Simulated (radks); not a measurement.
The numbers below are computed, except where a source is named.
All-electron atom: La46+ in [Ne] 3s1. Level of theory: non-relativistic Kohn-Sham, PBE, spin-unpolarised, spherical densities, point nucleus; relativity is left out, which matters for an element this heavy (a radial shooting solver on a logarithmic mesh with Libxc functionals).

Unscreened Slater integrals over Kohn-Sham orbitals (eV).

\begin{tabular}{lr}
integral & value \\ \hline
F0(3s,3s) & 92.419 \\
F0(3s,2p) & 120.95 \\
G1(3s,2p) & 12.828 \\
F0(3s,2s) & 117.76 \\
G0(3s,2s) & 10.131 \\
F0(3s,1s) & 138.06 \\
G0(3s,1s) & 7.2958 \\
F0(2p,2p) & 260.31 \\
F2(2p,2p) & 124.85 \\
F0(2p,2s) & 234.95 \\
G1(2p,2s) & 130.99 \\
F0(2p,1s) & 351.33 \\
G1(2p,1s) & 67.794 \\
F0(2s,2s) & 219.27 \\
F0(2s,1s) & 306.64 \\
G0(2s,1s) & 30.363 \\
F0(1s,1s) & 959.10 \\
\end{tabular}
